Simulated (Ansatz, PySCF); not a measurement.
Spin states of H2Mo (SMILES [MoH2]), each relaxed with B3LYP-D3(BJ)/def2-TZVP.
State 1 (charge 0, multiplicity 5):
```json
[
 {"atom": "Mo", "x (Å)": "0.5983", "y (Å)": "0.1287", "z (Å)": "0.2185"},
 {"atom": "H", "x (Å)": "-0.0906", "y (Å)": "-1.4114", "z (Å)": "-0.0716"},
 {"atom": "H", "x (Å)": "-0.5409", "y (Å)": "1.3301", "z (Å)": "-0.2173"}
]
```
State 2 (charge 0, multiplicity 1):
```xyz
3

Mo     0.622     0.133     0.228
H     -0.109    -1.368    -0.079
H     -0.545     1.283    -0.220
```

Singlets are restricted, other states unrestricted; no spin–orbit coupling, no relativity up to Kr; see below for the cores. The largest T1 diagnostic is 0.033.

Correlated levels freeze the inner cores; with def2 sets outer-core shells near the valence are correlated too. CBS: X⁻³ extrapolation of the correlation energy, Hartree–Fock from the larger set.

Programs: Ansatz (Gaussian basis) for Hartree–Fock, density functionals and correlated methods; PySCF for the dispersion terms. Values without a source in brackets are computed. In def2 rows elements past Kr take small-core potentials, without spin–orbit coupling.

```tsv
level	energy of the multiplicity-1 state less that of the multiplicity-5 state (kcal/mol)
BLYP/def2-TZVPP	51.89
B3LYP/def2-TZVPP	54.73
PBE0-D3(BJ)/def2-TZVPP	65.80
BHLYP/def2-TZVPP	58.28
BHLYP-D4/def2-TZVPP	58.27
B2PLYP-D4/def2-TZVPP	56.88
CCSD/def2-SVP	64.37
CCSD(T)/def2-SVP	(withheld)
CCSD(T)/CBS(def2-SVP, def2-TZVPP)	56.82
```

What belongs in the gaps?


- CCSD(T)/def2-SVP, energy of the multiplicity-1 state less that of the multiplicity-5 state (kcal/mol): 60.78

Doubts at one or more of the structures used: a restricted determinant that unrestricted orbitals would lower (B2PLYP-D4/def2-TZVPP, CCSD/def2-SVP, CCSD(T)/def2-SVP, CCSD(T)/CBS(def2-SVP, def2-TZVPP)).

Ansatz is an electronic-structure program.
